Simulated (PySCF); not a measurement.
Ligand series L-Cu-X. Gas-phase values, no solvent. One relaxed conformer stands for each flexible species; it need not be the lowest. Multiplicities are imposed; where one is given, others were not computed. All members: neutral, multiplicity 1. Level: TPSSh-D3(BJ)/def2-TZVP // TPSS-D3(BJ)/def2-SVP (PySCF), beside PBE-D3(BJ)/def2-TZVP // TPSS-D3(BJ)/def2-SVP (PySCF) at the same geometries.  Orbital energies are measured against the vacuum level.

| species | LUMO, PBE (eV) | LUMO, TPSSh-D3(BJ) (eV) |
|---|---|---|
| [Cu(CO)(H)] | -3.39 | -2.87 |
| [Cu(C2H4)(H)] | -2.74 | -2.21 |
| [Cu(H2O)(F)] | -2.24 | -1.67 |
| [Cu(H2O)(OH)] | -1.97 | withheld |
| [Cu(H2O)(H)] | -1.70 | -1.16 |
| [Cu(NH3)(Cl)] | -1.69 | -1.17 |
| [Cu(NH3)(OH)] | -1.40 | -0.88 |

Problem. Fit y = a + b·x, y being the LUMO at the first level, to the 6 complete rows by least squares, with x = the PBE value in eV. Give a, b and the rms residual, and predict the withheld value.

Solution. Means of the 6 rows: x̄ = -2.1933, ȳ = -1.66 eV. Σ(x − x̄)² = 2.8591 and Σ(x − x̄)(y − ȳ) = 2.8612, so b = 1.001 and a = ȳ − b·x̄ = 0.535 eV. The rms residual is 0.018 eV. At x = -1.97 the line gives -1.44 eV. The run for [Cu(H2O)(OH)] gave -1.42 eV, so the line is off by 0.02 eV, within twice the rms residual.

Codes: PySCF.
